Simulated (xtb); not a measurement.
xtb input (GFN1-xTB):

```bash
xtb mol.xyz --gfn 1 --sp --chrg 1 --uhf 0
```
mol.xyz:
```
6

Mo     0.00249609     0.01135864    -0.05004993
H      0.71690290     1.37100486    -0.71798666
H     -0.80024240     0.24085588     1.36769233
H      0.77506811    -0.64729246     1.24469420
H     -1.63468982    -0.02373809     0.20038558
H      0.83812564    -1.41789303     0.00731147
```

End of the output:

```
         :::::::::::::::::::::::::::::::::::::::::::::::::::::
         ::                     SUMMARY                     ::
         :::::::::::::::::::::::::::::::::::::::::::::::::::::
         :: total energy              -4.177213091129 Eh    ::
         :: gradient norm              0.076640092055 Eh/a0 ::
         :: HOMO-LUMO gap              0.896830987492 eV    ::
         ::.................................................::
         :: SCC energy                -4.201419641515 Eh    ::
         :: -> electrostatic           0.190411685919 Eh    ::
         :: repulsion energy           0.025375660327 Eh    ::
         :: dispersion energy         -0.001169109941 Eh    ::
         :: halogen bond corr.         0.000000000000 Eh    ::
         :: add. restraining           0.000000000000 Eh    ::
         :: total charge               1.000000000000 e     ::
         :::::::::::::::::::::::::::::::::::::::::::::::::::::

           -------------------------------------------------
          |                Property Printout                |
           -------------------------------------------------

    * Orbital Energies and Occupations

         #    Occupation            Energy/Eh            Energy/eV
      -------------------------------------------------------------
         1        2.0000           -0.8285109             -22.5449
         2        2.0000           -0.7442803             -20.2529
         3        2.0000           -0.7133069             -19.4101
         4        2.0000           -0.6711236             -18.2622
         5        2.0000           -0.6387963             -17.3825 (HOMO)
         6                         -0.6058384             -16.4857 (LUMO)
         7                         -0.5885771             -16.0160
         8                         -0.5867421             -15.9661
         9                         -0.5638016             -15.3418
        10                         -0.3445941              -9.3769
        11                         -0.2953947              -8.0381
        12                         -0.2940128              -8.0005
        13                         -0.2915451              -7.9333
        14                         -0.2737063              -7.4479
        15                         -0.2567950              -6.9877
        16                         -0.0057019              -0.1552
       ...                                ...                  ...
        19                          0.8864622              24.1219
      -------------------------------------------------------------
                  HL-Gap            0.0329579 Eh            0.8968 eV
             Fermi-level           -0.6223173 Eh          -16.9341 eV

  Mulliken/CM5 charges         n(s)   n(p)   n(d)
Note: The following floating-point exceptions are signalling: IEEE_DENORMAL
normal termination of xtb
     1Mo    1.32546  1.28737   0.888  1.328  2.458
     2H    -0.14458 -0.13732   1.145  0.000  0.000
     3H    -0.02221 -0.01439   1.022  0.000  0.000
     4H    -0.02221 -0.01439   1.022  0.000  0.000
     5H    -0.06823 -0.06063   1.068  0.000  0.000
     6H    -0.06823 -0.06063   1.068  0.000  0.000

Wiberg/Mayer (AO) data.
largest (>0.10) Wiberg bond orders for each atom

 ---------------------------------------------------------------------------
     #   Z sym  total        # sym  WBO       # sym  WBO       # sym  WBO
 ---------------------------------------------------------------------------
     1  42 Mo   4.480 --     2 H    0.961     6 H    0.890     5 H    0.890
                             4 H    0.869     3 H    0.869
     2   1 H    0.975 --     1 Mo   0.961
     3   1 H    1.004 --     1 Mo   0.869
     4   1 H    1.004 --     1 Mo   0.869
     5   1 H    0.994 --     1 Mo   0.890
     6   1 H    0.994 --     1 Mo   0.890
 ---------------------------------------------------------------------------

Topologies differ in total number of bonds
Writing topology from bond orders to xtbtopo.mol

 dipole moment from electron density (au)
     X       Y       Z
  -0.1734  -0.1523  -1.1215  total (Debye):    2.910

           -------------------------------------------------
          | TOTAL ENERGY               -4.177213091129 Eh   |
          | GRADIENT NORM               0.076640092055 Eh/α |
          | HOMO-LUMO GAP               0.896830987492 eV   |
           -------------------------------------------------

------------------------------------------------------------------------
------------------------------------------------------------------------
 total:
 SCF:
```

The spin state was set by rule; other spins were not relaxed.
